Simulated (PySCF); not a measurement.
SMILES C1CCC(CC1)C (GFN2-xTB optimised geometry):

```
21

C     -1.313    -2.050     0.002
C     -0.768    -0.625     0.000
C     -1.279     0.154    -1.213
C     -0.736     1.580    -1.216
C      0.789     1.571    -1.209
C      1.309     0.800     0.000
C      0.762    -0.625     0.000
H     -0.989    -2.582    -0.891
H     -2.401    -2.045     0.020
H     -0.957    -2.596     0.873
H     -1.114    -0.118     0.908
H     -2.371     0.174    -1.205
H     -0.961    -0.356    -2.126
H     -1.099     2.108    -0.330
H     -1.102     2.114    -2.096
H      1.168     2.596    -1.189
H      1.153     1.098    -2.124
H      0.995     1.308     0.915
H      2.401     0.778    -0.013
H      1.120    -1.150    -0.889
H      1.130    -1.163     0.876
```

Level of theory: CAM-B3LYP/def2-SVP run with PySCF.

Q: What are the frontier orbital energies and the dipole moment?

A: HOMO-2 -10.30 eV, HOMO-1 -9.62 eV, HOMO -9.54 eV, LUMO 2.70 eV, LUMO+1 3.10 eV; dipole moment 0.07 D.

Meta-Löwdin charges at CAM-B3LYP/def2-SVP: C1 -0.29, C2 -0.04, C3 -0.17, C4 -0.16, C5 -0.16, C6 -0.16, C7 -0.17, H8 0.09, H9 0.09, H10 0.09, H11 0.07, H12 0.08, H13 0.08, H14 0.08, H15 0.08, H16 0.08, H17 0.08, H18 0.08, H19 0.08, H20 0.08, H21 0.08.
